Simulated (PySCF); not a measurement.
Simulated C 1s region for `[GeH2]([CH2][SiH2]C)[C]#C`, binding energy against the vacuum level.

Every computed line was given a Gaussian of 0.4 eV full width at half maximum and an area set by the number of equivalent atoms; the highest printed point is 100. Computed with PySCF 2.14.0, delta-SCF UKS SCAN, pcX-2 on the ionised atom, pcseg-1 elsewhere, spin-free X2C.

binding energy (eV), intensity and a bar:
```
    289.3          0 
    289.4          1 
    289.5          4 #
    289.6         11 ###
    289.7         25 #######
    289.8         44 #############
    289.9         67 ####################
    290.0         89 ###########################
    290.1        100 ##############################
    290.2         90 ###########################
    290.3         61 ##################
    290.4         31 #########
    290.5         12 ####
    290.6          3 #
    290.7          1 
    290.8          0
```

**Question.** Count the maxima, the lines and the sites behind this envelope.

**Answer.** The curve has 1 maximum (at 290.1 eV). Under it lie 4 lines from 4 inequivalent carbon sites. At this width some lines have no maximum of their own.

**Question.** Decompose the envelope and assign each component. Numbering: `[CH:1]#[C:2][GeH2:3][CH2:4][SiH2:5][CH3:6]`.

**Answer.** 
```tsv
position (eV)	relative area	line	atoms	environment
289.86	1	C 1s	C4	sp3 carbon bound to silicon
290.09	1	C 1s	C6	Si-methyl carbon
290.12	1	C 1s	C2	alkyne carbon
290.21	1	C 1s	C1	terminal alkyne carbon
```

Lowest listed C 1s: C4, bonded to 2 H, Ge and Si. Highest, 0.35 eV above it: C1, bonded to C (triple bond) and H. The widest gap between neighbouring values is 0.23 eV, between 289.86 and 290.09 eV. Summing the Pauling electronegativity differences to the bonded atoms, each weighted by its formal bond order, gives -1.89 for the lowest site and -0.35 for the highest; no listed site has a larger sum than the highest. The values 290.09 and 290.12 eV lie too close for their order to be trusted.

The curve has no shake-up lines and no vibrational structure. The unrestricted hole states depart most from a pure doublet (⟨S²⟩ = 0.75; over 0.85 named) for C 1s of C2 (0.87), which makes this value less certain. The structure is a single PBE0-D3(BJ)/def2-SVP conformer in the gas phase; no vibrational or solvent corrections.

Shape of the structure used: `[CH:1]#[C:2][GeH2:3][CH2:4][SiH2:5][CH3:6]`: C2–Ge3–C4–Si5 44°, Ge3–C4–Si5–C6 47°.
